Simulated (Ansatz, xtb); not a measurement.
**Ranking isomers of C5H3NOS**

4 gas-phase structures of C5H3NOS, from a drawn sample of its isomers (lower ones may exist). Each was relaxed with GFN2-xTB:

A. `N#Cc1ccc(O)s1`, a singlet
B. `N#Cc1cc(S)co1`, a singlet
C. `N#Cc1cocc1S`, a singlet
D. `c1nc2sccc2o1`, a singlet

Q: Estimate their order in r2SCAN-D4/def2-SVP//GFN2-xTB energy at these geometries, lowest first.

A: Calculated order at r2SCAN-D4/def2-SVP//GFN2-xTB: D (0.0), A (5.1), C (13.1), B (15.6) kcal/mol. CCSD(T)/def2-SVP + ΔMP2/def2-TZVPP after further relaxation puts A lowest instead.

Energies above the lowest of each column, in kcal/mol; the last columns are at r2SCAN-D4/def2-SVP geometries (a dash: not run or not comparable):

```csv
structure,GFN2-xTB,HF/STO-3G,r2SCAN-D4/def2-SVP//GFN2-xTB,r2SCAN-D4/def2-SVP,CCSD(T)/def2-SVP + ΔMP2/def2-TZVPP
D,0.0,0.0,0.0,0.0,1.2
A,27.9,15.6,5.1,5.2,0.0
C,26.7,13.3,13.1,13.0,8.7
B,28.5,15.3,15.6,14.9,–
```

CCSD(T)/def2-SVP + ΔMP2/def2-TZVPP puts A lowest of those it was run on; GFN2-xTB picks D, HF/STO-3G picks D, r2SCAN-D4/def2-SVP//GFN2-xTB picks D, r2SCAN-D4/def2-SVP picks D. CCSD(T)/def2-SVP + ΔMP2/def2-TZVPP orders those it was run on as A (0.0), D (1.2), C (8.7) kcal/mol. Flexible structures stand in one conformer each, not always the lowest. Frequencies (GFN2-xTB) were run for A, C, D alone. The ΔMP2 step shifts differences by up to 4.4 kcal/mol, which makes them less sure. ΔMP2 is the change of the MP2 energy from the smaller to the larger basis.

Over these structures GFN2-xTB departs from r2SCAN-D4/def2-SVP//GFN2-xTB by 6.2 kcal/mol on average once a common shift is removed. A GFN2-xTB relaxation took about 0.079 s and the r2SCAN-D4/def2-SVP//GFN2-xTB energy about 1.9 s on a shared host (Ansatz 0.2.0, xtb 6.7.1).
